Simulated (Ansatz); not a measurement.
System: C4H11Si, net charge 0, doublet state. It need not be the lowest isomer of its formula. SMILES: C[Si](C)(C)[CH2]
Coordinates optimised at B3LYP-D3(BJ)/def2-TZVP (Ansatz, a quantum-chemistry and plane-wave program):
```xyz
16

Si    -0.0251    -0.0143     0.0343
C     -1.2228    -0.5404     1.3439
C      1.1523     1.2651     0.7474
C      0.9291    -1.5148    -0.5737
C     -0.9522     0.7500    -1.4174
H     -1.5540     0.1166     2.1419
H     -1.6856    -1.5221     1.3632
H      1.7324     0.8529     1.5756
H      1.8548     1.6154    -0.0128
H      0.6073     2.1350     1.1214
H      1.5055    -1.9724     0.2330
H      0.2532    -2.2742    -0.9738
H      1.6256    -1.2383    -1.3689
H     -1.6506     0.0370    -1.8602
H     -1.5230     1.6268    -1.1047
H     -0.2522     1.0640    -2.1964
```
Charge 0, spin multiplicity 2.

Parts of the frozen-core correlation energy in 6-31G* (Ansatz, hartree). Frozen orbitals: 9; correlated occupied orbitals by spin: 16 and 15; virtual: 76 and 77. UHF or UKS for open shells. Spin-orbit coupling is left out. Non-relativistic.

```json
[
 {"term": "reference (HF)", "value": "-446.78501"},
 {"term": "MP2 opposite-spin", "value": "…"},
 {"term": "MP2 same-spin", "value": "-0.13079"},
 {"term": "CCSD correlation", "value": "…"},
 {"term": "(T)", "value": "…"},
 {"term": "T1 diagnostic", "value": "0.010"},
 {"term": "largest doubles amplitude", "value": "0.019"},
 {"term": "<S^2> of the reference", "value": "0.760"}
]
```

Task: What belongs in the gaps?

Result: 
- MP2 opposite-spin, value: -0.44994
- CCSD correlation, value: -0.65256
- (T), value: -0.01724
